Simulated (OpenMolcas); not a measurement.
A run on Ta.

| Quantity | Value |
| --- | --- |
| Program | OpenMolcas |
| Method | SS-CASPT2, IPEA 0.2 Eh, real shift 0.05 Eh (closed shells correlated: 5s 5p) |
| Basis | ANO-RCC-VQZP [9s8p6d4f3g2h] |
| Scalar Hamiltonian | DKH4, point nucleus |
| Active space | 5 electrons in 5 orbitals (5d) |
| State averaging | 2S+1 = 6 even, 1 root; 2S+1 = 4 even, 24 roots kept (CI in the orbitals of an earlier block); 2S+1 = 2 even, 45 roots kept (CI in the orbitals of an earlier block, 25 in the spin-orbit step) |
| Spin-orbit coupling | RASSI with atomic mean-field integrals over the reference wave functions, term energies averaged over their components |

First CASPT2 step and the start of its output:

```
&CASPT2
Multistate=1 1
Frozen=14 16
IPEA=0.2
Shift=0.05
MaxIter=60
WThr=0.0 0.3 0.05
PrWF=0.5
NoMix
```

```
--- CASPT2 ---
Orbital specifications:
      -----------------------

      Symmetry species                           1   2
                                                ag  au
      Frozen orbitals                           14  16
      Inactive orbitals                          1   3
      Active orbitals                            5   0
      Secondary orbitals                        46  55
      Deleted orbitals                           0   0
      Number of basis functions                 66  74
Type of calculation                        SS-CASPT2
      Fock operator                              state-specific
      IPEA shift                                 0.20
      Real shift                                 0.05
      Imaginary shift                            0.00
      The input orbitals will be transformed to quasi-canonical
Reference energy:      -15601.0694950512
      E2 (Non-variational):      -0.3392975690
      Shift correction:          -0.0045965576
      E2 (Variational):          -0.3438941267
      Total energy:          -15601.4133891779
      Residual norm:              0.0000000280
      Reference weight:           0.91581
      Contributions to the CASPT2 correlation energy
      Active & Virtual Only:         -0.0618608137
      One Inactive Excited:          -0.1446661448
      Two Inactive Excited:          -0.1327706105
::    CASPT2 Root  1     Total energy: -15601.41338918
--- CASPT2 ---
Orbital specifications:
      -----------------------

      Symmetry species                           1   2
                                                ag  au
      Frozen orbitals                           14  16
      Inactive orbitals                          1   3
      Active orbitals                            5   0
...
```

Over all roots the printed reference weights run from 0.56 to 0.92, and roots that are degenerate in the reference spread by up to 1500 cm-1.

**Question.** Did the run give usable levels, and if not, why?

**Answer.** No. The equations converged, but the reference weight falls to 0.56 for at least one root against 0.92 for the best. A drop of that size marks an intruder state, so the energies of such roots and the levels built on them can't be trusted.
